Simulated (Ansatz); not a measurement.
Ideal-gas functions of `S=C=CBBr` at 800 K and 1 bar, from an Ansatz frequency run at PBE0-D4/def2-TZVP.

Molar mass 148.82 g/mol, point group Cs (symmetry number 1), electronic degeneracy 1, moments of inertia 14.391, 813.111, 827.502 u Å². Harmonic wavenumbers (cm⁻¹, unscaled): 84, 100, 218, 472, 483, 672, 715, 799, 884, 1035, 1067, 1273, 1793, 2678, 3170.

Use S(trans) = R[1.5 ln M + 2.5 ln T − 1.1517]; rotational temperatures θ = 24.2544 K / I; S(rot) = R[ln(√π/σ · √(T³/θAθBθC)) + 1.5]; for each mode x = 1.438777 ν̃/T, S = R[x/(eˣ − 1) − ln(1 − e⁻ˣ)] and H = RT x/(eˣ − 1); 1 cm⁻¹ = 0.0119627 kJ/mol; R = 8.31446 J/(mol·K).

Task: By hand: the entropy, in J/(mol·K).

Result: Translation 191.8. Rotation: θ = 1.6854, 0.0298, 0.0293 K, giving 127.7. Vibration, mode by mode: 24.04, 22.59, 16.15, 9.92, 9.74, 7.23, 6.77, 5.98, 5.28, 4.25, 4.06, 3.03, 1.45, 0.39, 0.19, in all 121.1. Electronic 0.0. Sum 440.6 J/(mol·K).

Task: By hand: H − E and G − E in kJ/mol, counted from the electronic energy.

Result: Zero-point energy ½ × 15443 × 0.0119627 = 92.4; thermal vibration 45.9; translation, rotation and pV give 4 RT = 26.6. H − E = 164.9 kJ/mol, and G − E = 164.9 − 800 × 440.6/1000 = -187.6 kJ/mol.

Vibration gives 27 % of the entropy, 46.6 J/(mol·K) of it from the modes under 150 cm⁻¹: soft modes count most, and the harmonic formula is weakest for them. The sum counts one conformer and one mirror image; others add a mixing term.
